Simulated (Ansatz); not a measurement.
Basis-set series for BrF₃Ge, SMILES `[F][Ge]([F])([F])[Br]`. Total charge 0; spin multiplicity 1. Geometry: relaxed with PBE0-D4/def2-TZVP.

```tsv
functional	basis	functions	energy (Eh)	HOMO (eV)	LUMO (eV)
PBE0-D4	def2-SVP	106	-4949.18913	-9.80	-1.91
PBE0-D4	def2-QZVPP	349	-4950.26373	-9.90	-2.09
ωB97M-V	def2-SVP	106	-4949.70324	-12.03	0.29
ωB97M-V	def2-QZVPP	349	-4950.77724	-12.16	-0.05
```

Problem. Give the rows for def2-TZVPP. (Best estimate.)

Solution. The calculation gave: 
| functional | basis | functions | energy (Eh) | HOMO (eV) | LUMO (eV) |
| --- | --- | --- | --- | --- | --- |
| PBE0-D4 | def2-TZVPP | 189 | -4950.14830 | -9.88 | -2.02 |
| ωB97M-V | def2-TZVPP | 189 | -4950.66644 | -12.13 | 0.11 |

Positive LUMOs are unbound and depend on the basis. Scalar relativity is left out up to krypton.

Computed with Ansatz.
